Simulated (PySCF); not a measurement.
PySCF 2.14 output of an unrestricted PBE0 calculation on a single atom or ion in aug-cc-pVQZ-DK, with scalar relativity by spin-free X2C-1e:

```
SCF conv_tol = 1e-09
number electrons alpha = 7  beta = 5
    C. Adamo and V. Barone.,  J. Chem. Phys. 110, 6158 (1999)
    M. Ernzerhof and G. E. Scuseria.,  J. Chem. Phys. 110, 5029 (1999)
cycle= 1 E= -287.654528979208  delta_E= -0.00417  |g|= 0.0205  |ddm|= 1.19
cycle= 2 E= -287.654604895379  delta_E= -7.59e-05  |g|= 0.00481  |ddm|= 0.292
cycle= 3 E= -287.654608341298  delta_E= -3.45e-06  |g|= 0.000266  |ddm|= 0.0535
cycle= 4 E= -287.654608391172  delta_E= -4.99e-08  |g|= 6.91e-06  |ddm|= 0.00169
cycle= 5 E= -287.654608391244  delta_E= -7.25e-11  |g|= 1.02e-06  |ddm|= 6.16e-05
converged SCF energy = -287.654608391244  <S^2> = 2.0000221  2S+1 = 3.0000148
```

The run itself started from symmetry-adapted Hartree-Fock orbitals and held the occupation by maximum overlap, on a logarithmic radial grid, so the iterations belong to that start.

Which element, charge and spin multiplicity is this?

Si²⁺ (silicon, charge +2), multiplicity 3; the state was [Ne] 3d2, high-spin 3F determinant (an excited configuration).

The outer electron is Rydberg-like, and this basis confines it to a smaller radius and binds it less than a complete one would.
